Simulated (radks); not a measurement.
Values are calculated unless marked as measured or tabulated.
Spherical jellium clusters: N electrons in a uniform positive sphere of charge N and radius rs N^(1/3), rs = 4.54 bohr. Level of theory: non-relativistic Kohn-Sham, LDA (Slater exchange, Perdew-Wang correlation), spin-polarised, spherical densities (a radial shooting solver with Libxc functionals). Levels are named by radial order and angular momentum (1s, 1p, 1d, 2s, ...), and open shells are averaged over m.

N = 24, configuration 1s2 1p6 1d10 2s2 1f(up 4, down 0). This is the lowest configuration that the search found. Occupied and some empty levels:

| level | occupation | eigenvalue (eV) | <r> (bohr) |
|---|---|---|---|
| 1s up | 1 | -4.4780 | 8.343 |
| 1s down | 1 | -4.3464 | 8.009 |
| 1p up | 3 | -3.9746 | 9.584 |
| 1p down | 3 | -3.7982 | 9.441 |
| 1d up | 5 | -3.2980 | 10.45 |
| 1d down | 5 | -3.1000 | 10.41 |
| 2s up | 1 | -2.8293 | 8.146 |
| 2s down | 1 | -2.7401 | 8.335 |
| 1f up | 4 | -2.4800 | 11.20 |
| 1f down | 0 | -2.2754 | 11.23 |
| 2p up | 0 | -1.8575 | 9.893 |
| 2p down | 0 | -1.7634 | 9.972 |
| 1g up | 0 | -1.5508 | 11.94 |
| 1g down | 0 | -1.3515 | 12.04 |
| 2d up | 0 | -0.94189 | 12.07 |
| 2d down | 0 | -0.84559 | 12.24 |

Energy (eV): total -44.6848, kinetic 33.675, external -1424.1, Hartree 706.92, exchange-correlation -79.261, background 718.12.

Electron density:

| r (bohr) | n(r) (e/bohr^3) |
|---|---|
| 0.415 | 0.003602 |
| 1.98 | 0.003221 |
| 3.54 | 0.002630 |
| 5.10 | 0.002305 |
| 6.67 | 0.002487 |
| 8.23 | 0.002903 |
| 9.79 | 0.002899 |
| 11.4 | 0.002087 |
| 12.9 | 0.0009842 |
| 14.5 | 0.0003197 |
| 16.1 | 0.00008311 |
| 17.6 | 0.00001935 |
| 19.2 | 4.226e-06 |
| 20.7 | 8.945e-07 |
